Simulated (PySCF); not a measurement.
Compound: C2H6FNSi (triplet state).
Geometry (GFN2-xTB, Å), atoms numbered from 1 in this order:
```
atom  x, y, z in Å
C1    -1.1684   -0.5325    0.0115
N2    -0.0186    0.3118   -0.1898
C3     1.2056   -0.4455   -0.2467
Si4   -0.0039    1.9238    0.4866
F5    -0.1729    2.9634   -0.7929
H6    -1.2114   -1.2635   -0.7999
H7    -2.0729    0.0706   -0.0066
H8    -1.1235   -1.0814    0.9599
H9     1.4052   -0.9913    0.6834
H10    1.1272   -1.1748   -1.0569
H11    2.0390    0.2220   -0.4512
```

The hyperfine couplings belong to this conformer and change with its torsions.

Identity: `CN(C)[Si]F` [triplet].

Theory: UKS B3LYP, pcH-1 on C F H N Si, non-relativistic, mean-field spin-orbit, GIAO (PySCF 2.14.0). One conformer (not necessarily the lowest) at the GFN2-xTB geometry, without solvent, vibrations or thermal averaging. This triplet need not be the ground state; the singlet was not compared here. The geometry wasn't refined by DFT: couplings that depend on bond lengths, twists or pyramidal angles can differ widely from those at the functional's own minimum, by a factor of two or more for some ions and for spin on atoms past the first row. Stability of the SCF solution: not tested.

(1) Break the g tensor into its mass correction, gauge correction and orbital-Zeeman/spin–orbit terms.

(2) At 9.56 GHz, how far is the centre of the isotropic spectrum from where a free electron (g = 2.002319) resonates, zero-field splitting left aside?

(3) What effective moment and Curie constant follow for a powder at temperatures where kT is far above the zero-field splitting?

Results:

(1) 
```tsv
Δg (ppm)	1	2	3
relativistic mass correction	-183	-183	-183
gauge correction	33	43	49
orbital Zeeman/spin–orbit	-2201	-849	381
total	-2350	-989	247
```

So g = 1.99997, 2.00133, 2.00257 and g_iso = 2.00129; the tensor is rhombic: the two nearest values differ by 48 % of g3 − g1. Axes: g2 points within 4° of the N2–Si4 bond.

(2) B = hν/(g μB) with μB/h = 13.99624 MHz/mT gives 341.12 mT for the free electron and 341.30 mT at g_iso, 0.18 mT higher.

(3) With the mean of g² = 4.0052 and S(S+1) = 2.00: μ_eff = √(⟨g²⟩S(S+1)) = 2.830 μB and χT = 0.12505·⟨g²⟩·S(S+1) = 1.002 cm³ K/mol (cgs; spin-Hamiltonian part alone).

The Mulliken spin populations are largest on Si4 (+1.51), N2 (+0.33) and F5 (+0.10).

The HOMO–LUMO gaps are 4.69 eV among the α and 3.01 eV among the β orbitals.

Time: 30 s wall. Hardware: one thread, x86-64 server, on a shared host.
